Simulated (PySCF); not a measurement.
An excited-state job on `N[B-]1(O)[NH2+][BH2-][NH2+]1`.

Method: TDDFT PBE0/def2-SVPD, vertical, gas phase, core orbitals frozen in the response (PySCF 2.14.0, density-fitted response routines). Geometry: GFN2-xTB. A driver script takes a list of jobs; this job's settings line and coordinates (Å) are shown.

Command:
```bash
OMP_NUM_THREADS=1 python probes_run.py task.json out
```

Input:
```
{"job": {"kind": "uv", "xc": "PBE0", "basis": "def2-SVPD", "nstates": 6, "ntriplets": 2}, "charge": 0, "multiplicity": 1}
N      1.749101     0.689762    -0.500780
B      0.721089    -0.103810     0.168044
O      1.238948    -1.047949     1.067686
N     -0.429249    -0.765598    -0.831480
B     -1.542440     0.046428    -0.043558
N     -0.450821     0.834458     0.796321
H      2.672113     0.293597    -0.526107
H      1.531640     1.143654    -1.371341
H      0.555635    -1.488169     1.569571
H     -0.496962    -1.774934    -0.785112
H     -0.326540    -0.504785    -1.803748
H     -2.185858    -0.671134     0.650730
H     -2.171628     0.759896    -0.753043
H     -0.334880     1.805401     0.536714
H     -0.534563     0.791173     1.804192
```

Output:
```
coarse grid: 12024 points
cycle   1  E = -294.0680309114  dE =  6.728e-01  |g| = 8.029e-01  |ddm| = 5.860e+00
cycle   2  E = -293.9312100067  dE =  1.368e-01  |g| = 1.165e+00  |ddm| = 4.170e+00
cycle   3  E = -294.2074400128  dE = -2.762e-01  |g| = 9.677e-02  |ddm| = 2.775e+00
cycle   4  E = -294.2091074423  dE = -1.667e-03  |g| = 4.438e-02  |ddm| = 2.467e-01
cycle   5  E = -294.2095173883  dE = -4.099e-04  |g| = 1.028e-02  |ddm| = 1.056e-01
cycle   6  E = -294.2095419923  dE = -2.460e-05  |g| = 2.088e-03  |ddm| = 3.073e-02
cycle   7  E = -294.2095430730  dE = -1.081e-06  |g| = 2.759e-04  |ddm| = 6.311e-03
final grid: 114952 points
cycle   8  E = -294.2384633969  dE = -5.387e-05  |g| = 9.682e-03  |ddm| = 1.848e-01
cycle   9  E = -294.2384459963  dE =  1.740e-05  |g| = 1.341e-02  |ddm| = 5.301e-02
cycle  10  E = -294.2384843890  dE = -3.839e-05  |g| = 7.988e-04  |ddm| = 2.596e-02
cycle  11  E = -294.2384845192  dE = -1.302e-07  |g| = 2.633e-04  |ddm| = 1.620e-03
cycle  12  E = -294.2384845311  dE = -1.190e-08  |g| = 8.182e-05  |ddm| = 6.564e-04
cycle  13  E = -294.2384845326  dE = -1.536e-09  |g| = 1.389e-05  |ddm| = 1.912e-04
cycle  14  E = -294.2384845327  dE = -4.559e-11  |g| = 3.318e-06  |ddm| = 5.440e-05
converged SCF energy = -294.2384845327

Static polarisability (au): isotropic 59.677, principal 57.114 57.641 64.277

Singlet excitations
state   eV       nm        f      main configurations
  1   5.5902    221.8   0.03482   H->L 0.96
  2   6.7196    184.5   0.00505   H->L+1 0.73, H->L+2 0.20
  3   6.9515    178.4   0.01878   H-1->L 0.50, H->L+2 0.22, H->L+3 0.11
  4   7.0094    176.9   0.03195   H->L+2 0.51, H->L+3 0.15, H-1->L 0.14
  5   7.0435    176.0   0.01338   H->L+3 0.64, H-1->L 0.23
  6   7.1587    173.2   0.01142   H-2->L 0.89

Triplet excitations (Tamm-Dancoff, eV): 5.4191 6.5891
```

The SCF starts on a coarse grid where the log names one; the energy can jump when the final grid takes over, and dE then counts from the start density on the new grid. H and L stand for HOMO and LUMO; the number after each pair is its weight.

Task: Give S1 in cm⁻¹ and kJ/mol.

Result: 5.5902 eV × 8065.54 = 45088 cm⁻¹; × 96.485 = 539.4 kJ/mol.

Task: Give the mean polarisability as a volume in Å³, and the ratio of the largest to the smallest principal value.

Result: 59.677 au × 0.148185 = 8.84 Å³; 64.277/57.114 = 1.13.

Main results: HOMO -6.79 eV, LUMO -0.06 eV; lowest singlet 5.59 eV; lowest triplet 5.42 eV (Tamm–Dancoff); mean polarisability 59.7 au.

The run took 24 s wall on Arm Neoverse V1, one thread, shared host with 32 logical CPUs at a one-minute load of 18, and the process peaked at 0.78 GiB of memory.

One conformer stands for the species.
Labels such as C1 count atoms from 1, the log's own numbers from 0.
